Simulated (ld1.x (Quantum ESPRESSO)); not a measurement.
## Zn: ultrasoft pseudisation with PBE, fully relativistic reference atom.

The input file (ld1.x (Quantum ESPRESSO) 7.5):

```
&input
   title='Zn', zed=30., rel=2, dft='PBE', iswitch=3,
   config='[Ar] 3d10 4s2 4p0', rel_dist='average',
   nld=5, rlderiv=3.35, eminld=-3.0, emaxld=5.0, deld=0.02
 /
 &inputp
   pseudotype=3, tm=.true., lloc=-1, rcloc=1.30,
   nlcc=.true., rcore=0.65,
   file_pseudopw='Zn.UPF', file_wfcaegen='ae.wfc', file_wfcncgen='nc.wfc', file_beta='beta', file_chi='chi', file_wfcusgen='us.wfc'
 /
6
4S  1  0   2.00   0.00  1.55  2.00  0.0
4S  1  0   0.00  -0.05  1.55  2.00  0.0
4P  2  1   0.00   0.00  2.40  3.10  0.0
4P  2  1   0.00   0.60  2.40  3.10  0.0
3D  3  2  10.00   0.00  0.65  0.80  0.0
3D  3  2   0.00   2.40  0.65  0.80  0.0
 &test
   configts(1)='3d10 4s2 4p0'
 /
```

Command:

```bash
ld1.x < Zn.in > Zn.out
```

Output (shortened: banner, matrices, multipoles, cross overlaps and the repeated all-electron block are left out):

```
Program LD1 v.7.5
     --------------------------- All-electron run ----------------------------

     Zn
     dirac relativistic calculation

     atomic number is 30.00
     dft =PBE   lsd =0 sic =0 latt =0  beta=0.20 tr2=1.0E-14
     Exchange-correlation= PBE
                           (   1   4   3   4   0   0   0)
     mesh =1201 r(mesh) =  99.36527 a.u. xmin = -7.00 dx = 0.01250
     1 Ry =  13.60569312 eV, c = 137.03599908

     n l j   nl                  e(Ry)          e(Ha)          e(eV)
     Spin orbit split results
     1 0 0.5 1S 1( 2.00)      -699.9404      -349.9702     -9523.1746
     2 0 0.5 2S 1( 2.00)       -85.1048       -42.5524     -1157.9093
     2 1 0.5 2P 1( 2.00)       -74.9447       -37.4723     -1019.6743
     2 1 1.5 2P 1( 4.00)       -73.1901       -36.5950      -995.8018
     3 0 0.5 3S 1( 2.00)        -9.4956        -4.7478      -129.1944
     3 1 0.5 3P 1( 2.00)        -6.2799        -3.1399       -85.4421
     3 1 1.5 3P 1( 4.00)        -6.0546        -3.0273       -82.3776
     3 2 1.5 3D 1( 4.00)        -0.7610        -0.3805       -10.3541
     3 2 2.5 3D 1( 6.00)        -0.7348        -0.3674        -9.9976
     4 0 0.5 4S 1( 2.00)        -0.4394        -0.2197        -5.9781
     4 1 0.5 4P 1( 0.00)        -0.0850        -0.0425        -1.1559
     4 1 1.5 4P 1( 0.00)        -0.0806        -0.0403        -1.0968
     Averaged results
     1 0     1S 1( 2.00)      -699.9404      -349.9702     -9523.1746
     2 0     2S 1( 2.00)       -85.1048       -42.5524     -1157.9093
     2 1     2P 1( 6.00)       -73.7749       -36.8875     -1003.7593
     3 0     3S 1( 2.00)        -9.4956        -4.7478      -129.1944
     3 1     3P 1( 6.00)        -6.1297        -3.0649       -83.3991
     3 2     3D 1(10.00)        -0.7453        -0.3726       -10.1402
     4 0     4S 1( 2.00)        -0.4394        -0.2197        -5.9781
     4 1     4P 1( 0.00)        -0.0821        -0.0410        -1.1165

     final scf error:  9.4E-15 reached in  27 iterations

     Etot =   -3592.171991 Ry,   -1796.085996 Ha,  -48873.989757 eV

     Ekin =    3658.908404 Ry,    1829.454202 Ha,   49781.984913 eV
     Encl =   -8666.167699 Ry,   -4333.083849 Ha, -117909.218259 eV
     Eh   =    1558.237903 Ry,     779.118951 Ha,   21200.906719 eV
     Exc  =    -143.150600 Ry,     -71.575300 Ha,   -1947.663130 eV

     normalization and overlap integrals

     s(1S/1S) =  1.000000  <r> =   0.0503  <r2> =    0.0034  r(max) =   0.0329
     s(2S/2S) =  1.000000  <r> =   0.2260  <r2> =    0.0603  r(max) =   0.1894
     s(2P/2P) =  1.000000  <r> =   0.1959  <r2> =    0.0472  r(max) =   0.1513
     s(2P/2P) =  1.000000  <r> =   0.1993  <r2> =    0.0487  r(max) =   0.1532
     s(3S/3S) =  1.000000  <r> =   0.6809  <r2> =    0.5360  r(max) =   0.5908
     s(3P/3P) =  1.000000  <r> =   0.7060  <r2> =    0.5893  r(max) =   0.5835
     s(3P/3P) =  1.000000  <r> =   0.7168  <r2> =    0.6076  r(max) =   0.5983
     s(3D/3D) =  1.000000  <r> =   0.9064  <r2> =    1.1183  r(max) =   0.5620
     s(3D/3D) =  1.000000  <r> =   0.9151  <r2> =    1.1423  r(max) =   0.5691
     s(4S/4S) =  1.000000  <r> =   2.6548  <r2> =    8.2944  r(max) =   2.0882
     s(4P/4P) =  1.000000  <r> =   4.2846  <r2> =   22.6720  r(max) =   3.0383
     s(4P/4P) =  1.000000  <r> =   4.3711  <r2> =   23.5960  r(max) =   3.1152

     ------------------------ End of All-electron run ------------------------

     --------------------- Generating US pseudopotential ---------------------

      Generating local potential from pseudized AE potential:
      Matching radius rcloc =   1.3000

      Local pseudo, rcloc= 1.315 Estimated cut-off energy=    14.41 Ry

      Computing core charge for nlcc:

       r > 0.65 : true rho core
       r < 0.65 : rho core = a sin(br)/r    a=  25.72  b=   3.45

      Integrated core pseudo-charge :   8.97

     Fully relativistic calculation: |psi|^2

     Wfc 4S LC norm =  0.99996240 SC norm =  0.00003660 missing  0.00000100

     Wfc 4P LC norm =  0.99998584 SC norm =  0.00001409 missing  0.00000007

     Wfc 4P LC norm =  0.99998642 SC norm =  0.00001131 missing  0.00000227

     Wfc 3D LC norm =  0.99970446 SC norm =  0.00029553 missing  0.00000000

     Wfc 3D LC norm =  0.99970802 SC norm =  0.00029193 missing  0.00000006

      Wfc   4S  rcut= 1.566  Using Troullier-Martins method
      Wfc-us  4S rcutus= 2.011  Estimated cut-off energy=    10.86 Ry

      Wfc   4S  rcut= 1.566  Using Troullier-Martins method
      Wfc-us  4S rcutus= 2.011  Estimated cut-off energy=    11.45 Ry

      Wfc   4P  rcut= 2.396  Using Troullier-Martins method
      Wfc-us  4P rcutus= 3.077  Estimated cut-off energy=     7.92 Ry

      Wfc   4P  rcut= 2.396  Using Troullier-Martins method
      Wfc-us  4P rcutus= 3.077  Estimated cut-off energy=     7.90 Ry

      Wfc   4P  rcut= 2.396  Using Troullier-Martins method
      Wfc-us  4P rcutus= 3.077  Estimated cut-off energy=    10.00 Ry

      Wfc   4P  rcut= 2.396  Using Troullier-Martins method
      Wfc-us  4P rcutus= 3.077  Estimated cut-off energy=     9.88 Ry

      Wfc   3D  rcut= 0.653  Using Troullier-Martins method
      Wfc-us  3D rcutus= 0.798  Estimated cut-off energy=   178.15 Ry

      Wfc   3D  rcut= 0.653  Using Troullier-Martins method
      Wfc-us  3D rcutus= 0.798  Estimated cut-off energy=   178.07 Ry

      Wfc   3D  rcut= 0.653  Using Troullier-Martins method
      Wfc-us  3D rcutus= 0.798  Estimated cut-off energy=   192.06 Ry

      Wfc   3D  rcut= 0.653  Using Troullier-Martins method
      Wfc-us  3D rcutus= 0.798  Estimated cut-off energy=   191.68 Ry

     ------------------- End of pseudopotential generation -------------------

     Computing logarithmic derivative in   3.33700
     Computing logarithmic derivative in   3.33700
     Computing the partial wave expansion
     R is outside the sphere for l=    0 j= 0.50
     R is outside the sphere for l=    0 j= 0.50
     R is outside the sphere for l=    1 j= 0.50
     R is outside the sphere for l=    1 j= 0.50
     R is outside the sphere for l=    1 j= 1.50
     R is outside the sphere for l=    1 j= 1.50
     R is outside the sphere for l=    2 j= 1.50
     R is outside the sphere for l=    2 j= 1.50
     R is outside the sphere for l=    2 j= 2.50
     R is outside the sphere for l=    2 j= 2.50

     ---------------------- Testing the pseudopotential ----------------------

     Zn
     dirac relativistic calculation

     atomic number is 30.00   valence charge is 12.00
     dft =PBE   lsd =0 sic =0 latt =0  beta=0.20 tr2=1.0E-14
     mesh =1201 r(mesh) =  99.36527 xmin = -7.00 dx = 0.01250

     n l  j  nl             e AE (Ry)       e PS (Ry)    De AE-PS (Ry)
     3 2 1.5 3D   1( 4.00)       -0.76101       -0.76101       -0.00000
     3 2 2.5 3D   1( 6.00)       -0.73481       -0.73482        0.00001
     1 0 0.5 4S   1( 2.00)       -0.43938       -0.43938        0.00000
     2 1 0.5 4P   1( 0.00)       -0.08496       -0.08496       -0.00000
     2 1 1.5 4P   1( 0.00)       -0.08061       -0.08061        0.00000

     eps = 4.7E-15  iter =  4

     Etot =   -3592.171991 Ry,   -1796.085996 Ha,  -48873.989757 eV
     Etotps =  -146.986293 Ry,     -73.493146 Ha,   -1999.850395 eV

     Ekin =     139.551021 Ry,      69.775510 Ha,    1898.688363 eV
     Encl =    -311.472280 Ry,    -155.736140 Ha,   -4237.796252 eV
     Ehrt =     122.441932 Ry,      61.220966 Ha,    1665.907349 eV
     Ecxc =     -45.444107 Ry,     -22.722054 Ha,    -618.298576 eV
     (Ecc =     -19.036465 Ry,      -9.518232 Ha,    -259.004294 eV)
     Epseu=     -52.062859 Ry,     -26.031429 Ha,    -708.351279 eV

     ---------------------- End of pseudopotential test ----------------------
```

Generation and configuration tests took about 4.9 s on one core of a shared server CPU.

Transferability test of the new file with ld1.x, input:

```
&input
   title='Zn', zed=30., rel=2, dft='PBE', iswitch=2,
   config='[Ar] 3d10 4s2 4p0', rel_dist='average'
 /
 &test
   file_pseudo='Zn.UPF', nconf=8,
   configts(1)='3d10 4s2 4p0',
   configts(2)='3d10 4s1 4p0',
   configts(3)='3d10 4s0 4p0',
   configts(4)='3d9 4s0 4p0',
   configts(5)='3d8 4s0 4p0',
   configts(6)='3d9 4s2 4p1',
   configts(7)='3d10 4s1.5 4p0',
   configts(8)='3d10 4s1 4p1'
 /
```

```bash
ld1.x < Zn.test.in > Zn.test.out
```

Pseudopotential blocks of its output, shortened (energy terms left out; the distinct warnings before each block abridged to one line each):

```
     ---------------------- Testing the pseudopotential ----------------------

     n l  j  nl             e AE (Ry)       e PS (Ry)    De AE-PS (Ry)
     3 2 1.5 3D   1( 4.00)       -0.76101       -0.76101       -0.00000
     3 2 2.5 3D   1( 6.00)       -0.73481       -0.73482        0.00001
     1 0 0.5 4S   1( 2.00)       -0.43938       -0.43938        0.00000
     2 1 0.5 4P   1( 0.00)       -0.08496       -0.08496       -0.00000
     2 1 1.5 4P   1( 0.00)       -0.08061       -0.08061        0.00000

     eps = 4.7E-15  iter =  4

     Etot =   -3592.171991 Ry,   -1796.085996 Ha,  -48873.989757 eV
     Etotps =  -146.986293 Ry,     -73.493146 Ha,   -1999.850395 eV

     ---------------------- End of pseudopotential test ----------------------

          ---------------------- Testing the pseudopotential ----------------------

     n l  j  nl             e AE (Ry)       e PS (Ry)    De AE-PS (Ry)
     3 2 1.5 3D   1( 4.00)       -1.46810       -1.46487       -0.00323
     3 2 2.5 3D   1( 6.00)       -1.44170       -1.43855       -0.00316
     1 0 0.5 4S   1( 1.00)       -1.02872       -1.03012        0.00140
     2 1 0.5 4P   1( 0.00)       -0.57771       -0.57862        0.00090
     2 1 1.5 4P   1( 0.00)       -0.56868       -0.56956        0.00089

     eps = 1.8E-17  iter =  9

     Etot =   -3591.445205 Ry,   -1795.722603 Ha,  -48864.101330 eV
     Etotps =  -146.258952 Ry,     -73.129476 Ha,   -1989.954415 eV
     dEtot_ae =       0.726786 Ry
     dEtot_ps =       0.727341 Ry,   Delta E=      -0.000555 Ry

     ---------------------- End of pseudopotential test ----------------------

          ---------------------- Testing the pseudopotential ----------------------

     n l  j  nl             e AE (Ry)       e PS (Ry)    De AE-PS (Ry)
     3 2 1.5 3D   1( 4.00)       -2.28373       -2.27614       -0.00759  !
     3 2 2.5 3D   1( 6.00)       -2.25704       -2.24962       -0.00742  !
     1 0 0.5 4S   1( 0.00)       -1.69247       -1.69729        0.00483
     2 1 0.5 4P   1( 0.00)       -1.16002       -1.16402        0.00400
     2 1 1.5 4P   1( 0.00)       -1.14627       -1.15022        0.00395

     eps = 7.8E-16  iter =  7

     Etot =   -3590.089669 Ry,   -1795.044835 Ha,  -48845.658323 eV
     Etotps =  -144.900520 Ry,     -72.450260 Ha,   -1971.472014 eV
     dEtot_ae =       2.082322 Ry
     dEtot_ps =       2.085773 Ry,   Delta E=      -0.003451 Ry

     ---------------------- End of pseudopotential test ----------------------

          ---------------------- Testing the pseudopotential ----------------------

     n l  j  nl             e AE (Ry)       e PS (Ry)    De AE-PS (Ry)
     3 2 1.5 3D   1( 3.60)       -3.74477       -3.76332        0.01855  !
     3 2 2.5 3D   1( 5.40)       -3.71572       -3.73423        0.01851  !
     1 0 0.5 4S   1( 0.00)       -2.61335       -2.61427        0.00092
     2 1 0.5 4P   1( 0.00)       -1.97212       -1.97304        0.00092
     2 1 1.5 4P   1( 0.00)       -1.95132       -1.95185        0.00052

     eps = 1.1E-17  iter =  7

     Etot =   -3587.110496 Ry,   -1793.555248 Ha,  -48805.124606 eV
     Etotps =  -141.918355 Ry,     -70.959178 Ha,   -1930.897589 eV
     dEtot_ae =       5.061495 Ry
     dEtot_ps =       5.067938 Ry,   Delta E=      -0.006443 Ry

     ---------------------- End of pseudopotential test ----------------------

          Warning: n=1, l=0 expected 0 nodes, found 1
     Warning: n=3, l=2 expected 0 nodes, found 1
     ---------------------- Testing the pseudopotential ----------------------

     n l  j  nl             e AE (Ry)       e PS (Ry)    De AE-PS (Ry)
     3 2 1.5 3D   1( 3.20)       -5.40936       -5.48808        0.07872  !
     3 2 2.5 3D   1( 4.80)       -5.37781       -5.45619        0.07838  !
     1 0 0.5 4S   1( 0.00)       -3.64162       -4.15061        0.50899  !
     2 1 0.5 4P   1( 0.00)       -2.90346       -2.92116        0.01769  !
     2 1 1.5 4P   1( 0.00)       -2.87526       -2.89378        0.01852  !

     eps = 5.3E-16  iter =  7

     Etot =   -3582.567318 Ry,   -1791.283659 Ha,  -48743.311522 eV
     Etotps =  -137.329707 Ry,     -68.664853 Ha,   -1868.465850 eV
     dEtot_ae =       9.604673 Ry
     dEtot_ps =       9.656586 Ry,   Delta E=      -0.051913 Ry

     ---------------------- End of pseudopotential test ----------------------

          ---------------------- Testing the pseudopotential ----------------------

     n l  j  nl             e AE (Ry)       e PS (Ry)    De AE-PS (Ry)
     3 2 1.5 3D   1( 3.60)       -1.35425       -1.38065        0.02641  !
     3 2 2.5 3D   1( 5.40)       -1.32585       -1.35205        0.02620  !
     1 0 0.5 4S   1( 2.00)       -0.63620       -0.63496       -0.00124
     2 1 0.5 4P   1( 0.33)       -0.19596       -0.19451       -0.00145
     2 1 1.5 4P   1( 0.67)       -0.18817       -0.18660       -0.00157

     eps = 7.1E-15  iter = 14

     Etot =   -3591.272167 Ry,   -1795.636083 Ha,  -48861.747025 eV
     Etotps =  -146.073984 Ry,     -73.036992 Ha,   -1987.437794 eV
     dEtot_ae =       0.899824 Ry
     dEtot_ps =       0.912309 Ry,   Delta E=      -0.012485 Ry

     ---------------------- End of pseudopotential test ----------------------

          ---------------------- Testing the pseudopotential ----------------------

     n l  j  nl             e AE (Ry)       e PS (Ry)    De AE-PS (Ry)
     3 2 1.5 3D   1( 4.00)       -1.09907       -1.09760       -0.00147
     3 2 2.5 3D   1( 6.00)       -1.07278       -1.07135       -0.00143
     1 0 0.5 4S   1( 1.50)       -0.72318       -0.72366        0.00049
     2 1 0.5 4P   1( 0.00)       -0.31638       -0.31664        0.00025
     2 1 1.5 4P   1( 0.00)       -0.30959       -0.30984        0.00025

     eps = 7.1E-16  iter =  9

     Etot =   -3591.882358 Ry,   -1795.941179 Ha,  -48870.049100 eV
     Etotps =  -146.696556 Ry,     -73.348278 Ha,   -1995.908324 eV
     dEtot_ae =       0.289633 Ry
     dEtot_ps =       0.289737 Ry,   Delta E=      -0.000104 Ry

     ---------------------- End of pseudopotential test ----------------------

          ---------------------- Testing the pseudopotential ----------------------

     n l  j  nl             e AE (Ry)       e PS (Ry)    De AE-PS (Ry)
     3 2 1.5 3D   1( 4.00)       -0.92299       -0.92178       -0.00121
     3 2 2.5 3D   1( 6.00)       -0.89666       -0.89550       -0.00117
     1 0 0.5 4S   1( 1.00)       -0.54391       -0.54433        0.00042
     2 1 0.5 4P   1( 0.33)       -0.15819       -0.15828        0.00009
     2 1 1.5 4P   1( 0.67)       -0.15256       -0.15264        0.00008

     eps = 5.7E-15  iter =  9

     Etot =   -3591.798224 Ry,   -1795.899112 Ha,  -48868.904393 eV
     Etotps =  -146.612357 Ry,     -73.306179 Ha,   -1994.762738 eV
     dEtot_ae =       0.373767 Ry
     dEtot_ps =       0.373936 Ry,   Delta E=      -0.000169 Ry

     ---------------------- End of pseudopotential test ----------------------
```
